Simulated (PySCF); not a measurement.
Br₂. Atoms are numbered in the order given.

```xyz
2

Br     0.0000     0.0000    -1.1579
Br     0.0000     0.0000     1.1579
```

Geometry: B3LYP-D3(BJ)/def2-TZVP.

All values below come from CAM-B3LYP/def2-TZVPD in PySCF.

The molecule is in vacuum.

Computed frontier levels, gap, dipole moment and polarisability:
The highest occupied level comes out as -9.52 eV and the lowest empty level is -2.71 eV. The orbital gap is 6.81 eV, the dipole moment is 0.00 D and the quadrupole, principal values (traceless, Buckingham form, about the centre of nuclear charge) comes out as -2.41, -2.41, 4.83 D·Å. The mean static polarisability is 45.7 bohr³ (6.77 Å³) and the polarisability, principal values is 36.7, 36.7, 63.6 bohr³.
